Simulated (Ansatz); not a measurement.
CH₃Li, charge -1, doublet, at a GFN2-xTB geometry (such geometries of metal compounds can be far from the true shape) (a state made from the parent by changing its charge; the spin is typed, not shown lowest) (a gas-phase anion, which may not be bound at this level); PBE/6-31G* run with Ansatz (a first-principles code).

Here is a job for Ansatz.
Ansatz 0.2 input:
```yaml
crystal:
  periodic: [false, false, false]
  atoms:
    - {symbol: Li, position_ang: [-1.20662055, -0.71723209, -1.05828569]}
    - {symbol: C, position_ang: [0.29200003, 0.17356889, 0.25610326]}
    - {symbol: H, position_ang: [0.88001435, -0.55142896, 0.87715171]}
    - {symbol: H, position_ang: [-0.10349501, 0.89346180, 1.01926889]}
    - {symbol: H, position_ang: [1.09134210, 0.76825007, -0.25818308]}
basis:
  gaussian:
    orbitals: 6-31G*
hamiltonian:
  xc: pbe
total_charge: -1
magnetization: {spin_polarized: true, initial_magnetization: 1}
accuracy: high
```

The log (banner, timings and long lists left out):

```
Functional definition: PBE
782 factors; integrals over basis functions are off by at most 2.4e-9 eV
mean field evaluation 1: about -1286.7068 eV, gradient 7.3e0 eV
mean field evaluation 2: about -1286.4150 eV, gradient 1.1e1 eV
mean field evaluation 4: about -1287.0673 eV, gradient 1.7e-1 eV
mean field evaluation 8: about -1287.0607 eV, gradient 2.2e-2 eV
mean field evaluation 16: about -1287.0607 eV, gradient 5.4e-7 eV
mean field -1287.06067365 eV, -47.2986073556 hartree, gradient 6.1e-8 eV, S^2 0.750548; 0 other end points of the search recorded, 0 dependent functions left out
reference -1287.06067843 eV, -47.2986075312 hartree; 7, 6 occupied and 29, 30 virtual orbitals, 782 factors
Total energy: -1287.06067843 eV, -47.2986075312 hartree
```
